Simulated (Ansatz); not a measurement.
cis-[VF2(H2O)4]+ (VO4F2H8⁺). The state is a triplet with charge 1. Geometry PBE0-D4/def2-SVP; atoms count from 1.

```xyz
15

V    -0.162   -0.073    0.406
F    -1.010   -1.550    0.870
O     0.914    1.385   -0.741
H     1.746    1.142   -1.172
H     1.080    2.201   -0.247
F    -0.042    1.088    1.730
O     0.024   -0.954   -1.540
H    -0.423   -0.522   -2.282
H    -0.247   -1.884   -1.559
O    -2.030    0.696   -0.156
H    -2.275    1.536    0.258
H    -2.711    0.059    0.114
O     1.645   -0.884    1.089
H     1.589   -1.821    1.331
H     1.901   -0.418    1.900
```

Q: Estimate the Mulliken populations from the PBE0/def2-TZVP orbitals of Ansatz.

A: 
```
atom  charge (e)  spin (α − β)  d electrons
  V1        1.07          2.05         3.28
  F2       -0.47          0.00            –
  O3       -0.58         -0.01            –
  H4        0.39          0.00            –
  H5        0.39          0.00            –
  F6       -0.47          0.00            –
  O7       -0.58         -0.01            –
  H8        0.39          0.00            –
  H9        0.39          0.00            –
 O10       -0.56         -0.02            –
 H11        0.39          0.00            –
 H12        0.40          0.00            –
 O13       -0.56         -0.02            –
 H14        0.39          0.00            –
 H15        0.40          0.00            –
```
Mulliken values depend strongly on the basis.

Q: Where does the spin sit?

A: Summed by element: V 2.05, F -0.01, O -0.06, H 0.02, of 2 unpaired in all. Largest on single atoms: V1 2.05, O13 -0.02, O10 -0.02.

Q: And the Mayer bond orders between heavy atoms (over 0.3)?

A: V1–F2 0.91 (1.77 Å); V1–O3 0.33 (2.14 Å); V1–F6 0.91 (1.76 Å); V1–O7 0.33 (2.14 Å); V1–O10 0.37 (2.10 Å); V1–O13 0.37 (2.10 Å).
